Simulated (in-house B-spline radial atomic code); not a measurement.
# HSE06 excitations of Kr⁸⁺

Method: HSE06. Computed with an all-electron radial atomic-structure program (B-spline basis): linear response of the closed shell [Ar] 3d10 with the functional's adiabatic kernel; scalar-relativistic (spin-free one-electron X2C), finite nucleus, no spin-orbit coupling, no double excitations, S, P, D and F terms only. Only terms of natural parity with L up to 3 were computed.

Command:
```bash
python run_td.py task.json out
```
Settings (radii: box in bohr, nucleus in fm):
```
Z                        36
electrons                28
configuration            [Ar] 3d10
hamiltonian              x2c
method                   hse06
box_radius               11.59
rms_radius               4.1884
intervals                69
```

Time taken, with all properties: 1.6 s on 1 thread of Intel(R) Xeon(R) Platinum 8259CL CPU @ 2.50GHz (Skylake/Cascade Lake), with other jobs on the host.

The lowest states, in the order of their Tamm-Dancoff energies; the method's threshold (minus the highest occupied level) is 220.23 eV. Labels give the largest channel, * marks a mixed state, and oscillator strengths are full-response dipole values. Semilocal kernels can invert the small singlet-triplet splittings of Rydberg terms. Energies in eV:

```
     state  full response  Tamm-Dancoff  oscillator strength
3d → 4s 3D          81.80         81.81                    -
3d → 4s 1D              ?             ?                    -
3d → 4p 3P         100.77        100.80                    -
3d → 4p 3F         101.19        101.21                    -
3d → 4p 1F         101.90        101.90                    -
3d → 4p 1P         103.24        103.33                0.559
3d → 4d 3S         129.69        129.75                    -
3d → 4d 3D         131.29        131.31                    -
3d → 4d 1D         132.37        132.39                    -
3d → 4d 1S         140.18        141.20                    -
3d → 5s 3D         150.27        150.27                    -
3d → 5s 1D         150.53        150.54                    -
3d → 4f 3P         156.88        156.88                    -
3d → 4f 3F              ?             ?                    -
3d → 4f 1F         157.72        157.72                    -
3d → 5p 3P         157.83        157.84                    -
3d → 5p 3F         157.99        157.99                    -
3d → 5p 1F         158.21        158.21                    -
3d → 5p 1P         158.49        158.53               0.0145
3d → 4f 1P         159.34        159.44                 1.54
3d → 5d 3S         169.56        169.58                    -
3d → 5d 3D         170.15        170.16                    -
```

Question: Where does 3d → 4s 1D lie?

Answer: At 82.71 eV in full response, 82.72 eV in Tamm-Dancoff.

Question: Where does 3d → 4f 3F lie?

Answer: At 157.39 eV in full response, 157.39 eV in Tamm-Dancoff.

Question: How large is the singlet-triplet splitting of 3d → 4s (D terms) in Tamm-Dancoff?

Answer: 0.904 eV, from the unrounded values.

Question: What polarisabilities and dispersion coefficient does the method give?

Answer: Dipole 0.2103 bohr³, quadrupole 0.1418 bohr⁵, C6 0.2459 hartree·bohr⁶ for two such species.
